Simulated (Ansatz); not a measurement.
`N#C[Si](Cl)(C#N)C#N` and `N#C[Si](F)(C#N)C#N` differ in one atom or group.

Ansatz, PBE0-D4/def2-TZVP geometries, multiplicity 1. 

```json
{"property": "HOMO–LUMO gap (PBE0/def2-TZVPP) / eV", "`N#C[Si](Cl)(C#N)C#N`": "7.85"}
{"property": "HOMO energy (PBE/def2-TZVPP) / eV", "`N#C[Si](Cl)(C#N)C#N`": "-9.41"}
{"property": "zero-point energy (PBE0-D4/def2-TZVP) / kJ/mol", "`N#C[Si](Cl)(C#N)C#N`": "73.4"}
{"property": "size of the dipole moment (B3LYP/def2-TZVPP) / D", "`N#C[Si](Cl)(C#N)C#N`": "2.51"}
{"property": "HOMO energy (B3LYP/def2-TZVPP) / eV", "`N#C[Si](Cl)(C#N)C#N`": "-10.61"}
{"property": "ideal-gas entropy at 298 K and 1 bar (rigid rotor, harmonic PBE0-D4/def2-TZVP) / J/(mol·K)", "`N#C[Si](Cl)(C#N)C#N`": "391"}
```

Problem. What does the change do to each property? (Estimate.)

Solution. Computed: 
```tsv
property	`N#C[Si](F)(C#N)C#N`	shift
HOMO–LUMO gap (PBE0/def2-TZVPP) / eV	7.84	-0.01
HOMO energy (PBE/def2-TZVPP) / eV	-9.66	-0.25
zero-point energy (PBE0-D4/def2-TZVP) / kJ/mol	76.6	3.2
size of the dipole moment (B3LYP/def2-TZVPP) / D	1.49	-1.02
HOMO energy (B3LYP/def2-TZVPP) / eV	-10.88	-0.27
ideal-gas entropy at 298 K and 1 bar (rigid rotor, harmonic PBE0-D4/def2-TZVP) / J/(mol·K)	380	-11
```

Dipoles are sizes alone; their direction can turn.

B3LYP here is the variant with VWN-RPA as its local correlation; programs differ in this.
